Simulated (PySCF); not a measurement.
## Computed properties of SnCl3, SMILES [Sn+]([Cl])([Cl])[Cl], charge +1

SnCl₃, SMILES [Cl][Sn+]([Cl])[Cl], charge +1. Geometry: PBE0-D3(BJ)/def2-SVP. The spin state was assumed, not searched. The isomer is the one that the SMILES or the coordinates give; other isomers of the formula were not compared. The def2 effective core potentials stand for the cores of Sn; spin–orbit coupling is left out. Other conformers were not sampled. All values are computed for the isolated molecule unless a solvent is named; none is compared with measurement here.

**Structure.** The optimised structure has D3h symmetry. All 6 harmonic modes at PBE0-D3(BJ)/def2-SVP (PySCF) are real, so it is a minimum. With heavy atoms numbered as in [Sn+:1]([Cl:2])([Cl:3])[Cl:4], the shortest bond between them is Sn1–Cl2 at 2.261 Å and the longest Sn1–Cl4 at 2.261 Å.

**Vibrations.** The strongest infrared lines (harmonic, unscaled, degenerate partners summed) lie at 456 cm⁻¹ (81 km/mol, Cl 69 %, Sn 31 %), 101 cm⁻¹ (13 km/mol, Cl 84 %, Sn 16 %), 102 cm⁻¹ (7 km/mol, Cl 53 %, Sn 47 %). The softest mode is at 101 cm⁻¹ and the zero-point energy is 2.3 kcal/mol.

**Electronic structure.** PBE0/def2-TZVPD (PySCF) places the frontier levels at -15.15 and -9.66 eV, a gap of 5.49 eV and a mean polarisability of 73.5 bohr³. PBE/def2-TZVPD (PySCF) at the same geometry gives -13.70 and -10.50 eV, so its gap is 2.29 eV narrower. An orbital gap is neither the optical nor the fundamental gap.

**Excitations.** TDA-B3LYP/def2-SVPD (PySCF) has S1 at 3.71 eV (334 nm, f = 0.000, dark); the most intense of the 10 singlets computed lies at 4.09 eV (f = 0.04). Strengths of degenerate partners are summed. T1 (TDA) is at 3.30 eV, 0.41 eV under S1. TDA-PBE/def2-SVPD (PySCF) puts S1 at 3.29 eV. No vertical singlet excitation falls in the visible range (under 3.1 eV).
